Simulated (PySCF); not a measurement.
**Zn²⁺: excitation energy**

Zn²⁺ [Ar] 3d10 (1S) → Zn²⁺ [Ar] 3d9 4s1 (3D), as a difference of total energies. All numbers are calculated (PySCF 2.14, scalar relativity by spin-free X2C-1e, in aug-cc-pVDZ-DK (7s6p4d2f, 59 functions)). Correlated levels: valence: [Ar] frozen. The calculations carry no spin-orbit coupling.

```json
{"method": "UHF", "excitation energy (eV)": "8.222"}
{"method": "MP2 (valence)", "excitation energy (eV)": "10.249"}
{"method": "SCS-MP2 (valence)", "excitation energy (eV)": "10.055"}
{"method": "CCSD (valence)", "excitation energy (eV)": "9.678"}
{"method": "CCSD(T) (valence)", "excitation energy (eV)": "9.731"}
```

Q: How much does correlation contribute at CCSD(T) (valence)?

A: 9.731 − (8.222) = 1.509 eV, measured against UHF.
